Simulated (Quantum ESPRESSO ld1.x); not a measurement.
Question: Species: Cl XIII. Configuration: [He] 2s2 2p1. Calculated with ld1.x of Quantum ESPRESSO 7.5: Dirac Kohn-Sham, PBE, spin-unpolarised, spherical densities, point nucleus; open shells fill j = l - 1/2 first. Some entries of the table are withheld. Estimate them.

| orbital | occ. | eigenvalue (eV) | <r> (bohr) | <1/r> (bohr^-1) |
|---|---|---|---|---|
| 1s1/2 | 2 | (1) | 0.09044 | (2) |
| 2s1/2 | 2 | (3) | 0.3933 | 3.776 |
| 2p1/2 | 1 | (4) | (5) | (6) |
| 2p3/2 | 0 | (7) | (8) | (9) |

Answer: 
(1) 1s1/2 eigenvalue (eV): -3289.15
(2) 1s1/2 <1/r> (bohr^-1): 16.74
(3) 2s1/2 eigenvalue (eV): -662.103
(4) 2p1/2 eigenvalue (eV): -621.971
(5) 2p1/2 <r> (bohr): 0.3415
(6) 2p1/2 <1/r> (bohr^-1): 3.712
(7) 2p3/2 eigenvalue (eV): -619.533
(8) 2p3/2 <r> (bohr): 0.3432
(9) 2p3/2 <1/r> (bohr^-1): 3.686
